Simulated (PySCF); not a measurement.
SMILES C=[CH][In]([Cl])[Cl], singlet (CAM-B3LYP/def2-SVP optimised geometry):

```
8

In     0.466    -0.273     0.000
Cl     2.801    -0.273     0.000
Cl    -0.467    -2.421     0.004
C     -0.804     1.420     0.000
C     -2.129     1.272     0.001
H     -0.363     2.421    -0.001
H     -2.801     2.138     0.002
H     -2.613     0.289     0.002
```

Method: CAM-B3LYP/def2-TZVP, def2 effective core potentials past Kr (PySCF).

### Question
What are the frontier orbital energies and the dipole moment?

### Answer
HOMO-2 -10.15 eV, HOMO-1 -10.12 eV, HOMO -9.86 eV, LUMO -1.07 eV, LUMO+1 -0.79 eV; dipole moment 3.81 D.

On the same geometry PBE/def2-TZVP, def2 effective core potentials past Kr run with PySCF 2.14.0 gives HOMO-2 -7.50 eV, HOMO-1 -7.37 eV, HOMO -7.26 eV, LUMO -2.78 eV, LUMO+1 -2.62 eV; dipole moment 3.74 D.
